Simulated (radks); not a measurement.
Results of a calculation; reference values are marked as such.
Task: Zr XV, configuration [Ar] 3d8. Level of theory: Dirac Kohn-Sham, PBE, spin-unpolarised, spherical densities, finite nucleus; open shells fill j = l - 1/2 first; Fermi nuclear charge, rms radius 4.2694 fm (a radial shooting solver on a logarithmic mesh with Libxc functionals). Some entries of the table are withheld. Estimate them.

orbital,occ.,eigenvalue (Ry),<r> (bohr),<1/r> (bohr^-1)
1s1/2,2,-1335.899,0.03706,41.26
2s1/2,2,-207.3682,0.1620,9.355
2p1/2,2,(1),0.1384,(2)
2p3/2,4,(3),0.1428,(4)
3s1/2,2,-53.57188,0.4456,(5)
3p1/2,2,(6),(7),3.168
3p3/2,4,(8),(9),3.073
3d3/2,4,-36.93134,(10),2.906
3d5/2,4,-36.72174,(11),2.882

Result: 
(1) 2p1/2 eigenvalue (Ry): -192.1184
(2) 2p1/2 <1/r> (bohr^-1): 9.327
(3) 2p3/2 eigenvalue (Ry): -185.7893
(4) 2p3/2 <1/r> (bohr^-1): 8.924
(5) 3s1/2 <1/r> (bohr^-1): 3.259
(6) 3p1/2 eigenvalue (Ry): -47.89325
(7) 3p1/2 <r> (bohr): 0.4387
(8) 3p3/2 eigenvalue (Ry): -46.80540
(9) 3p3/2 <r> (bohr): 0.4478
(10) 3d3/2 <r> (bohr): 0.4199
(11) 3d5/2 <r> (bohr): 0.4228
